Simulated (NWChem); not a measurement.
A series in which one site is exchanged, each optimised at PBE0/def2-SVP with NWChem, gas phase unless a solvent is named. Some are not confirmed as minima by frequencies. def2 effective core potentials on Cd, Te; no spin-orbit coupling.

A: [TeH2] (H$_{2}$Te; site = Te)
B: [CdH2] (CdH$_{2}$; site = Cd)
C: [MgH2] (MgH2; site = Mg)
D: [ZnH2] (ZnH$_{2}$; site = Zn)

Task: Rank them by vertical ionisation energy, ΔSCF, PBE/def2-SVP (eV), lowest first.

Result: A (8.91), C (9.43), B (10.12), D (10.31)
